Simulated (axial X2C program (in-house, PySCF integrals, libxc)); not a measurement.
# Levels of GaBr⁻ by electron attachment to GaBr (EOM-EA-CCSD)

Calculated with an axial X2C code built on PySCF integrals: two-component X2C with atomic mean-field Coulomb and Gaunt terms, Gaussian nuclei, basis Br dyall-acv3z, Ga dyall-acv3z with contracted cores.

R = 2.588 Å (1.090 times 2.374 Å, the PBE0 minimum at charge 0 for the lowest determinant).

Levels of GaBr⁻ obtained by attaching an electron to GaBr:

```csv
Ω,binding energy (eV),above lowest (cm⁻¹),attached spinor,one-particle weight
1/2,0.362,0,84% Ga pπ,0.96
3/2,0.322,322,84% Ga pπ,0.96
1/2,-0.294,5287,"62% Ga pσ, 33% Ga sσ",0.99
1/2,-0.749,8962,"59% Ga sσ, 25% Ga pσ, 7% Ga dσ",0.99
1/2,-0.777,9187,95% Ga pπ,0.99
3/2,-0.784,9242,98% Ga pπ,0.99
1/2,-1.542,15354,"66% Ga pσ, 12% Ga dσ, 8% Br pσ",0.97
```

Problem. Take the first Ω = 1/2 and Ω = 3/2 rows of π character: how far apart are they, and which lies lower?

Solution. E(3/2) − E(1/2) = 322 − 0 = 322 cm⁻¹ at EOM-EA-CCSD: regular, Ω = 1/2 lower. Splittings at this level can be off by ten to twenty per cent.

Negative binding energies belong to unbound states, resonances or levels that the basis set holds; within some tenths of an eV of zero the sign is not settled.

This point took 11 s on 1 thread of AMD EPYC 9R14 (Zen 4), on a shared host.

Reference electrons by ω block (each with its −ω partner): 1/2: 22, 3/2: 9, 5/2: 2. 10 electrons of GaBr correlated (inner shells frozen), 92 natural virtual spinors (a truncated set); levels can be off by some tenths of an eV. Roots sought by Ω: (1/2: 5, 3/2: 4, 5/2: 2, 7/2: 1); rows need 60 % one-particle weight and stop where some Ω has no more roots. Missing are any skipped roots, higher Ω and states of a further excitation; these come out far too high here and may in truth be low or lowest. T1 of the reference 0.013 (Lee–Taylor). Number of frozen shells: Br 3 s, 2 p, 1 d; Ga 3 s, 2 p, 1 d.
